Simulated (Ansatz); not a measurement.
SnH(OMe)3 (C₃H₁₀O₃Sn), relaxed as a singlet with RKS PBE-D4/def2-SVP in Ansatz, starting from the GFN2-xTB geometry. Force threshold 0.02 eV/Å.

In the def2 sets Sn takes a core potential; there is no spin–orbit coupling.

Start:

```xyz
17

Sn   -0.402    0.101   -0.550
H    -1.402    0.367   -1.941
O    -0.751    1.393    0.903
C    -1.840    1.346    1.799
H    -2.779    1.601    1.306
H    -1.622    2.094    2.563
H    -1.938    0.370    2.274
O     1.526    0.242   -0.951
C     2.254    1.444   -1.081
H     1.997    1.972   -2.001
H     3.303    1.147   -1.120
H     2.103    2.109   -0.231
O    -0.651   -1.690    0.242
C    -0.058   -2.881   -0.228
H    -0.509   -3.211   -1.165
H    -0.249   -3.628    0.543
H     1.019   -2.777   -0.365
```

| step | energy (eV) | largest force component (eV/Å) | SCF passes |
| --- | --- | --- | --- |
| 1 | -15227.9216 | 0.895 | 19 |
| 2 | -15228.0534 | 0.381 | 19 |
| 3 | -15228.0799 | 0.131 | 20 |
| 4 | -15228.0866 | 0.054 | 19 |
| 5 | -15228.0956 | 0.259 | 25 |
| 6 | -15228.1039 | 0.343 | 18 |
| 7 | -15228.1156 | 0.270 | 19 |
| 8 | -15228.1267 | 0.226 | 19 |
| 9 | -15228.1335 | 0.243 | 19 |
| 10 | -15228.1394 | 0.151 | 19 |
| 11 | -15228.1457 | 0.060 | 18 |
| 12 | -15228.1486 | 0.186 | 19 |
| 13 | -15228.1539 | 0.091 | 20 |
| 14 | -15228.1598 | 0.041 | 20 |
| 15 | -15228.1609 | 0.286 | 19 |
| 16 | -15228.1699 | 0.108 | 20 |
| 17 | -15228.1763 | 0.069 | 20 |
| 18 | -15228.1785 | 0.301 | 19 |
| 19 | -15228.1896 | 0.122 | 20 |
| 20 | -15228.1984 | 0.109 | 20 |
| 21 | -15228.1999 | 0.296 | 19 |
| 22 | -15228.2085 | 0.066 | 20 |
| 23 | -15228.2116 | 0.008 | 20 |
| 24 (rejected) | -15228.2081 | 0.266 | 20 |
| 25 | -15228.2134 | 0.032 | 19 |
| 26 | -15228.2136 | 0.078 | 20 |
| 27 | -15228.2141 | 0.026 | 21 |
| 28 | -15228.2141 | 0.012 | 21 |

Force components are those of the run's own axes.

End:

Cartesian coordinates in Å:
```
Sn -0.9030 0.2405 -1.2788
H -1.8838 0.4939 -2.6601
O -1.4568 1.4320 0.2424
C -1.3436 0.9462 1.5701
H -1.9973 1.5646 2.2234
H -0.3029 1.0276 1.9674
H -1.6647 -0.1155 1.6805
O 1.0289 0.6233 -1.6788
C 1.8507 1.1496 -0.6497
H 2.7448 1.6127 -1.1218
H 2.2152 0.3605 0.0517
H 1.3463 1.9357 -0.0410
O -1.0300 -1.6589 -0.6329
C 0.1122 -2.2594 -0.0448
H -0.0341 -3.3617 -0.0502
H 0.2609 -1.9487 1.0178
H 1.0572 -2.0424 -0.5950
```

By distances, no bond broke or formed. The bond that changes most is Sn1–O13, from 1.97 to 2.01 Å (atoms count from 1).

The force fell under the threshold at step 23, but the optimiser went on and released 0.003 eV more. No frequencies were taken in this run, so the end may be a saddle point.

Hardware: 4 threads of Intel Xeon on a shared host. Wall time 61 s.
